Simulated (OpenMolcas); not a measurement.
## Tb²⁺: the spin-orbit constant, worked from levels

```json
{
 "Program": "OpenMolcas",
 "Basis": "ANO-RCC-VTZP [8s7p5d3f2g1h]",
 "Scalar Hamiltonian": "DKH2, point nucleus",
 "Active space": "9 electrons in 7 orbitals (4f)",
 "State averaging": "2S+1 = 6 odd, 21 roots; 2S+1 = 4 odd, 224 roots (128 in the spin-orbit step); 2S+1 = 2 odd, 249 roots kept (CI in the orbitals of an earlier block, 143 in the spin-orbit step)",
 "Spin-orbit coupling": "state interaction with AMFI integrals over the reference wave functions, term energies averaged over their components"
}
```

Methods: CASSCF; MS-CASPT2, IPEA 0.25 Eh, imaginary shift 0.1 Eh (closed shells correlated: 5s 5p). Measured levels: Martin, Zalubas and Hagan, Atomic Energy Levels: The Rare-Earth Elements, NSRDS-NBS 60 (1978).

**The spin-orbit constant.** For the Hund term 6H* of f9, E(J) = (A/2) J(J+1) + constant and ζ = -2S·A = -5A. From J = 5/2 to J = 15/2 the energy changes by 27.5 A.

```tsv
Source	E(15/2) - E(5/2)	A	ζ
CASSCF	-8945.4	-325.3	1626
MS-CASPT2	-8876.3	-322.8	1614
measured	-8285.9	-301.3	1507
```

All in cm-1. MS-CASPT2 is off by +7.1 % and CASSCF by +8.0 %. Both methods take the spin-orbit matrix elements from the reference wave functions, so the second can move ζ only through the term energies and any multistate remixing. Second-order mixing with other terms is absorbed into this ζ.

Term energies are means over components that CASPT2 splits; among the terms shown or strongly mixed into the levels shown the widest spread is 360 cm-1 (4f9 6H*, MS-CASPT2). High states are left out of the spin-orbit mixing, which shifts the levels that they would mix with. Without dynamic correlation excited terms often stand tens of per cent too high (terms of higher spin than the ground term too low), and those without a measured partner can miss by more than the paired ones (holds for CASSCF). Blocks of more than 70 roots (2S+1 = 4 odd, 2 odd) ran without multistate coupling (holds for MS-CASPT2). Computed and measured levels are paired by configuration, term and J; levels that our copy of the source lacks, or whose pairing is in doubt (as where it misses far off the trend of its configuration), stay unpaired and out of the deviations. Levels of configurations outside the active space are missing.

* marks odd parity.
